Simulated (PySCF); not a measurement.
An EPR job, as run on `CO[Si@@H](F)/C=C\[CH]O` [radical].

The calculation used PySCF 2.14.0, UKS B3LYP, pcH-1 on C F H O Si, non-relativistic, mean-field spin-orbit, GIAO.

Input of the driver that calls PySCF (job settings, then Cartesian coordinates in Å):

```
{"job": {"kind": "epr", "basis": "pcH-1"}, "charge": 0, "multiplicity": 2}
C     -2.4589     0.3325    -1.1753
O     -1.2507     0.0236    -0.5391
Si    -0.9554    -0.2265     1.0318
F     -1.9766    -1.3603     1.5781
C      0.7678    -0.8874     1.1706
C      1.9022    -0.4465     0.5118
C      1.9311     0.5369    -0.4407
O      3.0424     0.9481    -1.0818
H     -2.7804     1.3448    -0.9186
H     -3.2426    -0.3699    -0.8851
H     -2.2939     0.2677    -2.2514
H     -1.3132     0.9264     1.8552
H      0.9185    -1.6582     1.9122
H      2.8496    -0.9226     0.7544
H      1.0442     1.0589    -0.7568
H      3.8082     0.4414    -0.7766
```

The self-consistent field part of the output:

```
UKS, coarse grid
  cycle   1  E = -696.91131453  |g| = 7.61e-01
  cycle   2  E = -696.62643571  |g| = 1.20e+00
  cycle   3  E = -697.10317325  |g| = 1.04e-01
  cycle   4  E = -697.10675977  |g| = 5.25e-02
  cycle   5  E = -697.10786085  |g| = 1.68e-02
  cycle   6  E = -697.10798711  |g| = 6.25e-03
  cycle   7  E = -697.10801868  |g| = 3.04e-03
  cycle   8  E = -697.10802556  |g| = 2.02e-03
  cycle   9  E = -697.10802778  |g| = 3.22e-04
UKS, final grid
  cycle   1  E = -697.10809979  |g| = 4.29e-04
  cycle   2  E = -697.10809963  |g| = 7.53e-04
  cycle   3  E = -697.10809988  |g| = 6.91e-05
  cycle   4  E = -697.10809989  |g| = 2.25e-05
E = -697.10809989 Eh   <S^2> = 0.7689 (exact 0.7500)
```

Problem. What follows in the output?

Solution. 
```
g shifts (ppm)      1          2          3
  rmc          -174       -174       -174
  gc              1         42         29
  oz_so          62        734       1583
  total        -110        602       1438
hyperfine (MHz)  atom isotope    a_iso     a_fc   dipolar eigenvalues
    0   13C      -0.25      -0.25     -0.29     -0.25      0.54
    1   17O      -4.81      -4.80     -1.50      0.46      1.04
    2  29Si      31.23      31.24     -3.09      0.52      2.57
    3   19F      11.07      11.05     -5.61     -4.12      9.72
    4   13C      50.41      50.51    -47.96    -46.44     94.40
    5   13C     -40.17     -40.18    -19.33      7.06     12.27
    6   13C      42.68      42.68    -43.24    -42.71     85.95
    7   17O     -14.90     -14.95    -48.25     23.29     24.96
    8    1H       0.78       0.78     -0.62     -0.61      1.22
    9    1H       0.19       0.19     -0.71     -0.63      1.34
   10    1H      -0.04      -0.04     -0.75     -0.58      1.33
   11    1H      15.86      15.86     -2.17     -1.49      3.65
   12    1H     -37.56     -37.56    -23.53     -0.05     23.59
   13    1H       7.57       7.57     -4.87     -0.14      5.01
   14    1H     -34.98     -35.00    -17.37     -2.79     20.16
   15    1H      -8.99      -9.02     -9.19     -6.27     15.45
```

The program numbers atoms from 0. The g shifts stand along the tensor's principal axes 1 to 3: rmc is the relativistic mass correction, gc the gauge correction, oz_so the orbital-Zeeman/spin–orbit term. a_fc is the Fermi-contact part of a_iso, which also holds a spin–orbit part where one was computed. The run used 290 basis functions and 13 SCF iterations in all.

The run took 1.9 min (grids of density and orbitals included) on an Intel Xeon Platinum 8259CL at 2.50 GHz with one thread, no GPU (shared host), and the process peaked at 0.96 GiB of memory.

Problem. Where does the spin sit (Mulliken spin populations, atoms from 0)?

Solution. 4 C +0.64, 6 C +0.49, 5 C -0.20, 7 O +0.10, 12 H -0.03, 14 H -0.02, 11 H +0.01, 2 Si +0.01. Over all atoms they add up to 1.

The structure is a single GFN2-xTB conformer in the gas phase; no vibrational or solvent corrections.
Labels such as C1 count atoms from 1, the log's own numbers from 0.
